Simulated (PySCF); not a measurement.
## Co⁺ (cobalt, charge +1): TPSS calculation

Configuration: [Ar] 3d8, high-spin 3F determinant. Calculation: PySCF 2.14, in x2c-SVPall (5s3p3d1f, 36 functions); the spin-free X2C one-electron Hamiltonian (Gaussian nucleus).

| Quantity | Value |
| --- | --- |
| Total energy | -1392.754 hartree |
| One-electron energy | -1922.322 hartree |
| Hartree (Coulomb) energy | 589.506 hartree |
| Exchange-correlation energy | -59.938 hartree |
| ⟨S²⟩ | 2.0014 |
| ⟨L²⟩ | 12.018 |
| Sum of ⟨r⟩ | 17.56 bohr |
| Sum of ⟨r²⟩ | 20.90 bohr² |
| Langevin diamagnetic susceptibility | -16.5 ×10⁻⁶ cm³/mol |
| Time after the integrals | 1.4 s of wall time on 1 thread of Neoverse-V1 (shared host) |

| shell | electrons | mean orbital energy (hartree) | spread (hartree) | rms radius, mean of both spins (bohr) |
| --- | --- | --- | --- | --- |
| 1s α | 1 | -279.44225 | 0 | 0.0649 |
| 1s β | 1 | -279.44205 | 0 | 0.0649 |
| 2s α | 1 | -33.23165 | 0 | 0.277 |
| 2s β | 1 | -33.20097 | 0 | 0.277 |
| 2p α | 3 | -28.43415 | 0 | 0.249 |
| 2p β | 3 | -28.40892 | 0 | 0.249 |
| 3s α | 1 | -3.94742 | 0 | 0.835 |
| 3s β | 1 | -3.86388 | 0 | 0.835 |
| 3p α | 3 | -2.58402 | 0 | 0.895 |
| 3p β | 3 | -2.50022 | 0 | 0.895 |
| 3d α | 5 | -0.47011 | 0.03889 | 1.33 |
| 3d β | 3 | -0.42246 | 0 | 1.33 |

Densities and radii are taken from the X2C orbitals without a picture-change correction, which distorts them close to the nucleus.
